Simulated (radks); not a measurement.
Question: Radial electron density D(r) = 4 pi r^2 rho(r) of an atom or ion with 4 electrons. All-electron calculation, Dirac Kohn-Sham, XLYP, spin-unpolarised, spherical densities, point nucleus. Program: a radial shooting solver on a logarithmic mesh with Libxc functionals.

r (bohr),D(r) (e/bohr)
0.007665,0.2135
0.008437,0.2554
0.009287,0.3051
0.01031,0.3695
0.01134,0.4401
0.01249,0.5234
0.01385,0.6302
0.01525,0.7464
0.01679,0.8820
0.01863,1.054
0.0205,1.239
0.02275,1.471
0.02504,1.717
0.02757,1.997
0.03059,2.342
0.03367,2.700
0.03706,3.097
0.04113,3.572
0.04527,4.049
0.04983,4.559
0.05529,5.142
0.06086,5.699
0.067,6.259
0.07434,6.852
0.08183,7.367
0.09007,7.826
0.09995,8.233
0.11,8.498
0.1211,8.633
0.1344,8.609
0.1479,8.415
0.1641,8.013
0.1807,7.475
0.1989,6.796
0.2207,5.942
0.2429,5.094
0.2674,4.246
0.2967,3.391
0.3266,2.719
0.3595,2.200
0.3989,1.840
0.4391,1.695
0.4833,1.708
0.5363,1.855
0.5903,2.054
0.6498,2.248
0.721,2.388
0.7936,2.409
0.8736,2.305
0.9694,2.061
1.067,1.745
1.184,1.355
1.303,0.9994
1.435,0.6853
1.592,0.4172
1.752,0.2422
1.929,0.1286
2.14,0.05782
2.356,0.02450
2.593,0.009101
2.877,0.002649
3.167,0.0007246

What is the nuclear charge?

Answer: Z = 8. The innermost maximum, from 1s, lies near gamma/Z bohr with gamma = sqrt(1 - (Z/c)^2) = 0.998, here 0.125 bohr (found: 0.126), and its height grows with Z. The density is that of the oxygen ion O4+ in [He] 2s2; the configuration itself is not fixed sharply by these data. D(r) has 2 maxima, at r = 0.126, 0.769 bohr, and minima at 0.457 bohr, inside which lie 2.07 electrons.
